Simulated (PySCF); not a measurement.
C₂H₃F₂NOSi, SMILES C[Si](F)(F)N=C=O. Heavy atoms are numbered as in [CH3:1][Si:2]([F:3])([F:4])[N:5]=[C:6]=[O:7]. Hydrogens are named by the atom that carries them.

The structure is a stationary point at B3LYP-D3(BJ)/def2-SVP. The values are those of a single conformer.

The numbers are results of M06-2X/def2-TZVP (PySCF), not measurements.

ESP charges are fitted to the potential on shells at 1.4 to 2.0 van der Waals radii. Atomic charges (e), one atom of each kind:

| atom | meta-Löwdin | Löwdin | ESP fit | Mulliken |
|---|---|---|---|---|
| C1 (CH3) | -0.64 | -0.42 | -0.91 | … |
| Si2 | 1.57 | -0.02 | 1.17 | 0.86 |
| F3 | -0.51 | 0.02 | -0.34 | -0.32 |
| N5 | -0.55 | 0.09 | -0.61 | -0.19 |
| C6 | 0.55 | -0.31 | 0.67 | … |
| O7 | -0.35 | 0.19 | -0.37 | -0.20 |
| H on C1 | 0.15 | 0.14 | 0.24 | … |

What belongs in the gaps? (Estimate from the structure and the level; the computed values follow.)


- C1 (CH3), Mulliken: -0.56
- C6, Mulliken: 0.23
- H on C1, Mulliken: 0.17

Computed Mayer and Wiberg (Löwdin basis) orders of the bonds:
```tsv
bond	Mayer	Wiberg
C1–Si2	1.07	1.21
Si2–F3	1.10	1.68
Si2–F4	1.10	1.68
Si2–N5	1.09	1.28
N5–C6	2.09	2.46
C6–O7	2.15	2.86
```
